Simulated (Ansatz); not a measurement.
Geometry optimisation, RKS r2SCANh/def2-SVP (Ansatz 0.2.0).

Input file:

```yaml
crystal:
  periodic: [false, false, false]
  atoms:
    - { symbol: B, position_ang: [-1.5664, 0.4967, -0.0885] }
    - { symbol: O, position_ang: [-1.0033, -0.595, -0.7895] }
    - { symbol: Si, position_ang: [0.2346, -1.1351, 0.2277] }
    - { symbol: Sb, position_ang: [2.332, 0.4166, 0.0725] }
    - { symbol: H, position_ang: [-1.2403, 1.6342, -0.3381] }
    - { symbol: H, position_ang: [-2.534, 0.3839, 0.621] }
    - { symbol: H, position_ang: [0.7141, -2.4742, -0.191] }
    - { symbol: H, position_ang: [-0.1474, -1.2158, 1.6334] }
    - { symbol: H, position_ang: [1.2792, 1.8353, 0.4879] }
    - { symbol: H, position_ang: [2.0147, 0.6021, -1.6327] }
basis:
  gaussian: { orbitals: def2-SVP }
hamiltonian:
  xc: r2scanh
relax:
  f_tol: 0.015
  max_steps: 40
```

Run as:

```bash
$ ansatz run input.yaml --threads 2 --pin off --max-ram 3072MiB --backend cpu --events-out ev --progress --plain --runs-dir out
```

Q: Where does it end, and by what steps?

A: The run converged. After 13 steps the energy has fallen by 0.822 eV; O2 moved furthest, 1.00 Å.

| step | energy less start (eV) | largest force component (eV/Å) | accepted |
| --- | --- | --- | --- |
| 0 | 0.0000 | 1.991 | yes |
| 1 | -0.0685 | 1.621 | yes |
| 2 | -0.3485 | 1.029 | yes |
| 3 | -0.5174 | 0.659 | yes |
| 4 | -0.5918 | 0.429 | yes |
| 5 | -0.6465 | 0.498 | yes |
| 6 | -0.7113 | 0.182 | yes |
| 7 | -0.7640 | 0.212 | yes |
| 8 | -0.7876 | 0.510 | yes |
| 9 | -0.7990 | 0.471 | yes |
| 10 | -0.8071 | 0.318 | yes |
| 11 | -0.8146 | 0.252 | yes |
| 12 | -0.8219 | 0.076 | yes |
| 13 | -0.8223 | 0.009 | yes |

```xyz
10
Properties=species:S:1:pos:R:3
B -1.732 0.564 -0.221
O -1.138 -0.570 0.196
Si 0.412 -1.175 0.434
Sb 2.356 0.429 -0.131
H -1.065 1.519 -0.562
H -2.940 0.592 -0.242
H 0.529 -2.396 -0.410
H 0.503 -1.566 1.867
H 1.557 1.707 0.682
H 1.600 0.844 -1.611
```

Whether the end is a true minimum wasn't checked by a vibrational analysis.

The run took 56 s on 2 threads of Arm Neoverse V2 (shared host), peak memory 0.25 GiB.
